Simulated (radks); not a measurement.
Results of a calculation; reference values are marked as such.
Problem. The table gives one normalised radial function P(r) = r R(r) (large component) of Rh4+ in [Kr] 4d5 (r in bohr). Code: a radial shooting solver on a logarithmic mesh with Libxc functionals. Model: Dirac Kohn-Sham, PBE, spin-unpolarised, spherical densities, finite nucleus; open shells are shared between the two j in proportion to 2j + 1; Fermi nuclear charge, rms radius 4.4945 fm.

| r | P |
|---|---|
| 0.001475 | 0.0000 |
| 0.001967 | 0.0000 |
| 0.002603 | 0.0000 |
| 0.003444 | 0.0001 |
| 0.004593 | 0.0001 |
| 0.006078 | 0.0002 |
| 0.008042 | 0.0005 |
| 0.01064 | 0.0010 |
| 0.01419 | 0.0022 |
| 0.01878 | 0.0047 |
| 0.02484 | 0.0097 |
| 0.03314 | 0.0201 |
| 0.04384 | 0.0393 |
| 0.05801 | 0.0739 |
| 0.07737 | 0.1335 |
| 0.1024 | 0.2202 |
| 0.1355 | 0.3300 |
| 0.1792 | 0.4358 |
| 0.239 | 0.4815 |
| 0.3163 | 0.3916 |
| 0.4185 | 0.1255 |
| 0.5582 | -0.2908 |
| 0.7385 | -0.6971 |
| 0.9771 | -0.9323 |
| 1.303 | -0.8959 |
| 1.724 | -0.6506 |
| 2.282 | -0.3529 |
| 3.019 | -0.1341 |
| 4.026 | -0.0299 |
| 5.327 | -0.0036 |
| 7.049 | -0.0002 |

Which n and l does it have? It may be an empty orbital.

Solution. n = 4, l = 2: the number of nodes gives n - l - 1 = 1, the rise at small r points to l (for j = l - 1/2 the large component starts outside the nucleus as r^gamma with gamma = sqrt(l^2 - (Z/c)^2) = 1.97 and the r^(l+1) term takes over further out; the orbital of l - 1 with the same j starts with the same power, but with a larger coefficient, and does not steepen), and the extent must fit the shell. The curve is that of 4d3/2; the two j differ most near the nucleus, where j = l - 1/2 has the larger amplitude, and in heavy atoms j = l - 1/2 is also the more compact. 4d3/2: eigenvalue -54.902 eV, 1 radial node at r = 0.460 bohr, <r> = 1.30 bohr, 90 % of the charge inside 1.99 bohr.
